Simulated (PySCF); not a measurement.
Which level of theory gave which numbers?

N-formylpyrrolidine, C5H9NO.
Z-matrix (Å and degrees, PBE0-D3(BJ)/def2-TZVP geometry), rows numbered from 1:
```
O 
C   1  1.2131
N   2  1.3430  1  124.67
C   3  1.4556  2  122.08  1    -1.42
C   4  1.5251  3  103.39  2   175.80
C   5  1.5264  4  103.41  3    27.78
C   3  1.4533  2  125.17  1  -179.11
H   2  1.1071  1  122.68  3  -179.97
H   4  1.0951  3  109.81  2   -64.42
H   4  1.0916  3  110.65  2    53.71
H   5  1.0902  4  112.33  3   150.25
H   5  1.0936  4  110.15  3   -89.70
H   6  1.0935  5  110.03  4    78.08
H   6  1.0903  5  113.55  4  -160.54
H   7  1.0974  3  111.08  2   -81.83
H   7  1.0917  3  111.15  2    38.54
```

The closed-shell ground state was solved 3 times with PySCF (density fitting, gas phase), always in the pcSseg-2 basis (378 functions), with these functionals: KT3, PBE0 and wB97X-D. Geometry: PBE0-D3(BJ)/def2-TZVP, one conformer, isolated molecule.

```
row  total energy (Eh)  HOMO (eV)  LUMO (eV)  dipole (D)
  P          -325.9509      -8.81       2.03        4.66
  Q          -325.6800      -6.98       0.31        4.61
  R          -331.0596      -5.79      -0.62        4.44
```

Task: Which functional belongs to which row?

Result: P = wB97X-D, Q = PBE0, R = KT3. By rising HOMO–LUMO gap: KT3 (GGA) 5.17 eV; PBE0 (global hybrid, 25 % exact exchange) 7.29 eV; wB97X-D (range-separated hybrid) 10.84 eV. Total energies of different functionals aren't bounds to one another; each is stationary for its own functional.

The pairwise dispersion term of wB97X-D wasn't added to the energies; at a given geometry it leaves orbitals and properties as they are.
